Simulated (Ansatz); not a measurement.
Job for Ansatz (a first-principles code): U-CCSD(T)/aug-cc-pV(5+d)Z on P, 2S+1 = 4, a spin state set in the input, which need not be the lowest. Files ending in .json are basis or fitting sets from the Basis Set Exchange.

Ansatz 0.2 input:
```yaml
crystal:
  periodic: [false, false, false]
  atoms:
    - {symbol: P, position_ang: [0.00000000, 0.00000000, 0.00000000]}
basis:
  gaussian:
    orbitals: aug-cc-pV_5+d_Z.json
magnetization: {spin_polarized: true, initial_magnetization: 3}
correlation: {method: ccsd_t, electrons: outside_noble_gas}
scf: {lower_state_search: full}
```

Output:

```
Functional definition: HF
[...]
integrals: 0.43 GiB planned
853 factors; integrals over basis functions are off by at most 1.8e-4 eV
mean field: 0.32 GiB planned
mean field evaluation 1: about -9271.3430 eV, gradient 3.5e0 eV
mean field evaluation 2: about -9271.3446 eV, gradient 3.5e0 eV
mean field evaluation 4: about -9271.4402 eV, gradient 2.1e-1 eV
mean field evaluation 8: about -9271.4407 eV, gradient 3.0e-6 eV
mean field evaluation 16: about -9271.0248 eV, gradient 4.7e0 eV
mean field evaluation 32: about -9271.4388 eV, gradient 2.2e-1 eV
mean field -9271.44066526 eV, -340.7191600401 hartree, gradient 8.1e-6 eV, S^2 3.750685; 2 other end points of the search recorded, 0 dependent functions left out
5 core orbitals not correlated
reference -9271.44066526 eV, -340.7191600401 hartree; 4, 1 occupied and 127, 130 virtual orbitals, 853 factors
second order -2.50620337 eV of doubles, -0.00000000 eV of singles
coupled cluster: 0.99 GiB planned
cycle   1  -2.79377719 eV  change   -2.9e-1 eV  update   4.1e-2
cycle   2  -2.89525186 eV  change   -1.0e-1 eV  update   1.3e-2
cycle   3  -2.89853560 eV  change   -3.3e-3 eV  update   2.4e-3
cycle   4  -2.89909766 eV  change   -5.6e-4 eV  update   5.3e-4
cycle   5  -2.89893957 eV  change    1.6e-4 eV  update   1.2e-4
cycle   6  -2.89894014 eV  change   -5.6e-7 eV  update   2.7e-5
cycle   7  -2.89894469 eV  change   -4.5e-6 eV  update   8.2e-6
cycle   8  -2.89894384 eV  change    8.4e-7 eV  update   2.2e-6
perturbative correction -0.13121563 eV, -0.0048220855 hartree
Total energy: -9274.47082473 eV, -340.8305163468 hartree
```

Self-consistency was reached.

Cost: very roughly 40 core-seconds.
